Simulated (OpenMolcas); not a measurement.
## Eu3+ in a ligand field

Eu3+ with 6 ligands (bromide) in octahedral coordination (Oh) at 2.86 Å. A charge of +0.5 e stands 2.6 Å behind each ligand. Ligand basis ANO-RCC-VDZP.
```
Eu    0.0000    0.0000    0.0000
Br    2.8600    0.0000    0.0000
Br    0.0000    2.8600    0.0000
Br   -2.8600    0.0000    0.0000
Br    0.0000   -2.8600    0.0000
Br    0.0000    0.0000    2.8600
Br    0.0000    0.0000   -2.8600
```

```json
{
 "Program": "OpenMolcas",
 "Method": "CASSCF",
 "Basis": "ANO-RCC-VDZP [7s6p4d2f1g]",
 "Scalar Hamiltonian": "DKH2, point nucleus",
 "Active space": "6 electrons in 7 orbitals (4f)",
 "State averaging": "2S+1 = 7 even, 7 roots; 2S+1 = 5 even, 77 roots kept (CI in the orbitals of an earlier block); 2S+1 = 3 even, 3 roots kept (CI in the orbitals of an earlier block)",
 "Spin-orbit coupling": "RASSI with atomic mean-field integrals over the reference wave functions"
}
```

The lowest spin-free states (labels of O, the rotations of Oh), above the lowest:

```csv
State,Degeneracy,E (cm-1)
7T1,3,0.0
7A2,1,148.0
7T2,3,218.4
5T2,3,24251
5E,2,24306
5T2,3,27647
5E,2,27656
5T1,3,27678
5T2,3,27786
5E,2,27848
5T1,3,27860
5A1,1,27877
5T1,3,28990
5E,2,28991
5A1,1,28992
5T2,3,29096
5T1,3,33416
5T2,3,33515
5E,2,33568
5T1,3,33600
```

The lowest levels with spin-orbit coupling:

| E (cm-1) | Degeneracy | Label | 2S+1 |
| --- | --- | --- | --- |
| 0.0 | 1 | A1 | 7 |
| 369.4 | 3 | T1 | 7 |
| 1000 | 2 | E | 7 |
| 1061 | 3 | T2 | 7 |
| 1901 | 3 | T2 | 7 |
| 1908 | 1 | A2 | 7 |
| 1935 | 3 | T1 | 7 |
| 2876 | 3 | T2 | 7 |
| 2916 | 1 | A1 | 7 |
| 2962 | 3 | T1 | 7 |
| 2999 | 2 | E | 7 |
| 4029 | 3 | T2 | 7 |
| 4034 | 3 | T1 | 7 |
| 4060 | 2 | E | 7 |
| 4133 | 3 | T1 | 7 |
| 5254 | 2 | E | 7 |
| 5260 | 3 | T2 | 7 |
| 5292 | 1 | A2 | 7 |
| 5316 | 3 | T2 | 7 |
| 5329 | 3 | T1 | 7 |

Powder χT (cm3 K/mol): 0.0111 at 2 K, 0.0555 at 10 K, 0.278 at 50 K, 0.555 at 100 K, 1.02 at 200 K, 1.31 at 300 K. The effective moment at 300 K is 2.828 √(χT) = 3.24 μB.

Hund's rules give f6 a J = 0 ground level with no moment of its own; the computed χT of 1.311 cm3 K/mol at 300 K comes from higher levels.

Metal share of the active 4f orbitals (Löwdin): 100, 100, 100, 100, 100, 100, 100 %; Mulliken charge of the metal 1.76.

High states are left out of the spin-orbit mixing, which shifts the levels that they would mix with. Without dynamic correlation the ligand-field splitting of an f shell can come out too small, at times by half. The first state left out of the spin-orbit step lies near 46000 cm-1 above the lowest spin-free state of the reference (among the parities and spins computed), and the lists stop at four fifths of that energy or lower. No measured value stands beside these numbers; the geometry is a model, was not optimised and need not be the one that this ion takes.
